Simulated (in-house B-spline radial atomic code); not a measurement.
Orbital energies and mean radii along the 39-electron series, configuration [Kr] 4d3. The effective charge is n√(-2ε), a non-relativistic measure. Computed with a B-spline radial code for spherical atoms: Dirac-Hartree-Fock, average of the configuration, finite nuclei.

| ion | Z | energy of 3p3/2 (Eh) | mean radius of 3p3/2 (bohr) | energy of 4p3/2 (Eh) | mean radius of 4p3/2 (bohr) | energy of 3d3/2 (Eh) | mean radius of 3d3/2 (bohr) | effective charge of 3p3/2 |
| --- | --- | --- | --- | --- | --- | --- | --- | --- |
| Nb2+ | 41 | -14.762 | 0.44647 | -2.2129 | 1.3054 | -8.951 | 0.42968 | 16.301 |
| Mo3+ | 42 | -16.545 | 0.43129 | -2.9051 | 1.2251 | -10.475 | 0.41199 | 17.257 |
| Tc4+ | 43 | -18.468 | 0.41706 | -3.682 | 1.1541 | -12.138 | 0.39573 | 18.233 |
| Ru5+ | 44 | -20.523 | 0.40371 | -4.5365 | 1.0913 | -13.931 | 0.38073 | 19.22 |
| Rh6+ | 45 | -22.705 | 0.39114 | -5.4646 | 1.0355 | -15.85 | 0.36683 | 20.216 |
| Pd7+ | 46 | -25.011 | 0.3793 | -6.464 | 0.98552 | -17.893 | 0.35392 | 21.218 |
| Ag8+ | 47 | ? | ? | ? | ? | ? | ? | ? |
| Cd9+ | 48 | -29.989 | 0.35757 | -8.6713 | 0.89964 | -22.34 | 0.33064 | 23.234 |
| In10+ | 49 | -32.658 | 0.34757 | -9.8772 | 0.86243 | -24.742 | 0.32012 | 24.245 |
| Sn11+ | 50 | -35.446 | 0.33809 | -11.151 | 0.82836 | -27.262 | 0.31024 | 25.259 |
| Sb12+ | 51 | -38.353 | 0.3291 | -12.491 | 0.79701 | -29.901 | 0.30095 | 26.275 |
| Te13+ | 52 | -41.377 | 0.32055 | -13.898 | 0.76807 | -32.656 | 0.29219 | 27.291 |
| I14+ | 53 | ? | ? | ? | ? | ? | ? | ? |
| Xe15+ | 54 | -47.779 | 0.30468 | -16.91 | 0.71632 | -38.517 | 0.27611 | 29.326 |
| Cs16+ | 55 | -51.156 | 0.29729 | -18.515 | 0.69307 | -41.622 | 0.2687 | 30.345 |
| Ba17+ | 56 | ? | ? | ? | ? | ? | ? | ? |
| La18+ | 57 | -58.262 | 0.2835 | -21.923 | 0.65095 | -48.18 | 0.25501 | 32.384 |

Problem. Fill in the row of Ag8+.

Solution. energy of 3p3/2 (Eh): -27.44; mean radius of 3p3/2 (bohr): 0.36813; energy of 4p3/2 (Eh): -7.5333; mean radius of 4p3/2 (bohr): 0.94048; energy of 3d3/2 (Eh): -20.056; mean radius of 3d3/2 (bohr): 0.34188; effective charge of 3p3/2: 22.224.

Problem. Fill in the row of I14+.

Solution. energy of 3p3/2 (Eh): -44.52; mean radius of 3p3/2 (bohr): 0.31242; energy of 4p3/2 (Eh): -15.371; mean radius of 4p3/2 (bohr): 0.74125; energy of 3d3/2 (Eh): -35.528; mean radius of 3d3/2 (bohr): 0.28392; effective charge of 3p3/2: 28.308.

Problem. Fill in the row of Ba17+.

Solution. energy of 3p3/2 (Eh): -54.651; mean radius of 3p3/2 (bohr): 0.29024; energy of 4p3/2 (Eh): -20.186; mean radius of 4p3/2 (bohr): 0.67133; energy of 3d3/2 (Eh): -44.843; mean radius of 3d3/2 (bohr): 0.26168; effective charge of 3p3/2: 31.364.

Problem. How does the screening of 3p3/2 change?

Solution. Z less the effective charge goes from 24.70 at Z = 41 to 24.62 at Z = 57.
